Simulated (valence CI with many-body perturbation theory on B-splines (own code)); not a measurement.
Energy levels of I48+

Computed by configuration interaction combined with many-body perturbation theory (CI+MBPT): three valence electrons over a frozen Dirac-Fock core [He], a basis of 9 s, 9 p, 8 d, 6 f, 3 g, 1 h functions for each j, with the one-electron correlation potential Σ1, the two-electron term Σ2, the three-electron term Σ3, Breit, model QED; selected CI, second order for the rest (own B-spline code, finite nucleus).

The last digits are not significant, and no measured levels were compared; by estimate large intervals hold to a few tenths of a per cent, small ones and those within an open d or f shell to about a per cent.

Levels 1 to 45 of 46, with energies above the lowest level, (2s^2 2p1/2) J=1/2. "Leading %" is the weight of the configuration and term that name the level; weights of strongly mixed levels are sums over their largest components and can fall short. In the jj column 3d3/2^4 stands for four electrons in 3d with j = 3/2. Lifetimes count E1, E2, E3, M1 and M2 decay at the calculated energies, and are blank where another channel may lead or the interval is too uncertain; long ones can be off by a factor of two.

| No. | Configuration | Term | J | E (× 10³ cm⁻¹) | Leading % | g | Lifetime | Second component | Leading jj |
| --- | --- | --- | --- | --- | --- | --- | --- | --- | --- |
| 1 | 2s2 2p | 2P° | 1/2 | 0.00 | 100 | 0.642 |  |  | 2s^2 2p1/2 (100 %) |
| 2 | 2s 2p2 | 4P | 1/2 | 1280.6 | 59 | 2.186 | 113 ps | 28 % 2s 2p2 2S | 2s 2p1/2^2 (98 %) |
| 3 | 2s2 2p | 2P° | 3/2 | 2662.3 | 98 | 1.316 | 1.97 ns |  | 2s^2 2p3/2 (98 %) |
| 4 | 2s 2p2 | 4P | 3/2 | 3556.3 | 92 | 1.658 | 314 ps | 5 % 2s 2p2 2D | 2s 2p1/2 2p3/2 (99 %) |
| 5 | 2s 2p2 | 2D | 5/2 | 3807.1 | 56 | 1.355 | 255 ps | 44 % 2s 2p2 4P | 2s 2p1/2 2p3/2 (99 %) |
| 6 | 2s 2p2 | 2D | 3/2 | 4202.6 | 67 | 0.963 | 1.66 ps | 32 % 2s 2p2 2P | 2s 2p1/2 2p3/2 (99 %) |
| 7 | 2s 2p2 | 2P | 1/2 | 4207.0 | 71 | 1.212 | 1.30 ps | 26 % 2s 2p2 4P | 2s 2p1/2 2p3/2 (97 %) |
| 8 | 2p3 | 2P° | 3/2 | 5577.5 | 45 | 1.362 | 1.97 ps | 28 % 2p3 4S° | 2p1/2^2 2p3/2 (98 %) |
| 9 | 2s 2p2 | 4P | 5/2 | 6365.3 | 56 | 1.407 | 7.65 ps | 44 % 2s 2p2 2D | 2s 2p3/2^2 (99 %) |
| 10 | 2s 2p2 | 2S | 1/2 | 6946.8 | 70 | 1.879 | 1.58 ps | 15 % 2s 2p2 2P | 2s 2p3/2^2 (99 %) |
| 11 | 2s 2p2 | 2P | 3/2 | 6955.4 | 65 | 1.192 | 927 fs | 28 % 2s 2p2 2D | 2s 2p3/2^2 (99 %) |
| 12 | 2p3 | 4S° | 3/2 | 7990.6 | 54 | 1.437 | 1.03 ps | 45 % 2p3 2D° | 2p1/2 2p3/2^2 (100 %) |
| 13 | 2p3 | 2D° | 5/2 | 8146.9 | 100 | 1.181 | 1.19 ps |  | 2p1/2 2p3/2^2 (100 %) |
| 14 | 2p3 | 2P° | 1/2 | 8449.6 | 100 | 0.642 | 885 fs |  | 2p1/2 2p3/2^2 (100 %) |
| 15 | 2p3 | 2P° | 3/2 | 10912 | 54 | 1.284 | 696 fs | 28 % 2p3 2D° | 2p3/2^3 (100 %) |
| 16 | 2s2 3s | 2S | 1/2 | 40083 | 97 | 1.993 | 16.2 fs |  | 2s^2 3s (97 %) |
| 17 | 2s2 3p | 2P° | 1/2 | 40528 | 95 | 0.670 | 384 fs |  | 2s^2 3p1/2 (95 %) |
| 18 | 2s 2p 3s | 4P° | 1/2 | 40954 | 86 | 2.390 | 17.9 fs | 12 % 2s 2p 3s 2P° | 2s 2p1/2 3s (98 %) |
| 19 | 2s 2p 3s | 4P° | 3/2 | 41077 | 55 | 1.538 | 18.1 fs | 33 % 2s 2p 3s 2P° | 2s 2p1/2 3s (87 %) |
| 20 | 2s 2p 3s | 2P° | 1/2 | 41259 | 94 | 0.739 | 23.1 fs | 5 % 2s 2p 3s 4P° | 2s 2p1/2 3s (98 %) |
| 21 | 2s 2p 3p | 4D | 1/2 | 41330 | 72 | 0.262 | 22.5 fs | 20 % 2s 2p 3p 2P | 2s 2p1/2 3p1/2 (100 %) |
| 22 | 2s2 3p | 2P° | 3/2 | 41347 | 86 | 1.362 | 77.9 fs | 9 % 2s 2p 3s 4P° | 2s^2 3p3/2 (86 %) |
| 23 | 2s 2p 3p | 4D | 3/2 | 41477 | 41 | 1.108 | 5.19 fs | 27 % 2s 2p 3p 2D | 2s 2p1/2 3p1/2 (93 %) |
| 24 | 2s2 3d | 2D | 3/2 | 41669 | 92 | 0.817 | 2.99 fs |  | 2s^2 3d3/2 (92 %) |
| 25 | 2s 2p 3p | 4P | 1/2 | 41703 | 50 | 2.003 | 17.8 fs | 28 % 2s 2p 3p 2S | 2s 2p1/2 3p1/2 (98 %) |
| 26 | 2s2 3d | 2D | 5/2 | 41879 | 97 | 1.194 | 2.49 fs |  | 2s^2 3d5/2 (97 %) |
| 27 | 2s 2p 3p | 4P | 3/2 | 42183 | 30 | 1.406 | 19.9 fs | 26 % 2s 2p 3p 4D | 2s 2p1/2 3p3/2 (100 %) |
| 28 | 2s 2p 3p | 2P | 1/2 | 42285 | 30 | 1.405 | 7.00 fs | 14 % 2s 2p 3p 4P | 2s 2p1/2 3p3/2 (76 %) |
| 29 | 2s 2p 3p | 4D | 5/2 | 42355 | 49 | 1.341 | 135 fs | 32 % 2s 2p 3p 2D | 2s 2p1/2 3p3/2 (97 %) |
| 30 | 2s 2p 3p | 2D | 3/2 | 42379 | 46 | 1.245 | 8.72 fs | 19 % 2s 2p 3p 2P | 2s 2p1/2 3p3/2 (98 %) |
| 31 | 2s 2p 3d | 4F° | 3/2 | 42441 | 73 | 0.554 | 10.2 fs | 12 % 2s 2p 3d 2D° | 2s 2p1/2 3d3/2 (99 %) |
| 32 | 2s 2p 3d | 4F° | 5/2 | 42600 | 57 | 1.037 | 10.7 fs | 18 % 2s 2p 3d 2F° | 2s 2p1/2 3d3/2 (89 %) |
| 33 | 2p2 3s | 4P | 1/2 | 42676 | 40 | 1.890 | 14.4 fs | 21 % 2p2 3s 2S | 2p1/2^2 3s (76 %) |
| 34 | 2s 2p 3d | 4D° | 1/2 | 42685 | 50 | 0.434 | 1.46 fs | 29 % 2s 2p 3d 2P° | 2s 2p1/2 3d3/2 (83 %) |
| 35 | 2s 2p 3d | 4D° | 3/2 | 42717 | 32 | 1.232 | 1.97 fs | 21 % 2s 2p 3d 4P° | 2s 2p1/2 3d3/2 (92 %) |
| 36 | 2s 2p 3d | 4P° | 5/2 | 42742 | 38 | 1.336 | 2.56 fs | 26 % 2s 2p 3d 4D° | 2s 2p1/2 3d5/2 (94 %) |
| 37 | 2s 2p 3d | 4F° | 7/2 | 42889 | 42 | 1.243 | 2.73 fs | 33 % 2s 2p 3d 2F° | 2s 2p1/2 3d5/2 (98 %) |
| 38 | 2s 2p 3d | 2D° | 3/2 | 42974 | 44 | 1.060 | 2.70 fs | 39 % 2s 2p 3d 2P° | 2s 2p1/2 3d5/2 (90 %) |
| 39 | 2s 2p 3d | 2F° | 5/2 | 42974 | 56 | 1.049 | 2.71 fs | 18 % 2s 2p 3d 2D° | 2s 2p1/2 3d5/2 (95 %) |
| 40 | 2p2 3p | 2P° | 1/2 | 42978 | 35 | 0.623 | 43.7 fs | 34 % 2p2 3p 4D° | 2p1/2^2 3p1/2 (82 %) |
| 41 | 2s 2p 3s | 4P° | 5/2 | 43618 | 99 | 1.582 | 25.1 fs |  | 2s 2p3/2 3s (99 %) |
| 42 | 2s 2p 3s | 2P° | 3/2 | 43758 | 70 | 1.393 | 13.2 fs | 20 % 2s 2p 3s 4P° | 2s 2p3/2 3s (92 %) |
| 43 | 2p2 3p | 2P° | 3/2 | 43797 | 32 | 1.332 | 9.38 fs | 21 % 2p2 3p 4D° | 2p1/2^2 3p3/2 (88 %) |
| 44 | 2p2 3d | 2D | 3/2 | 44043 | 39 | 0.783 | 13.9 fs | 35 % 2p2 3d 4F | 2p1/2^2 3d3/2 (98 %) |
| 45 | 2s 2p 3p | 4P | 3/2 | 44105 | 47 | 1.633 | 25.2 fs | 24 % 2s 2p 3p 4S | 2s 2p3/2 3p1/2 (100 %) |

The ionisation energy to 2s2 1S_0 of the next ion comes out as 8861.8 eV (NIST: 8867 ± 4 eV (theoretical)). All 46 levels together are meant to be complete up to 44139 × 10³ cm⁻¹.
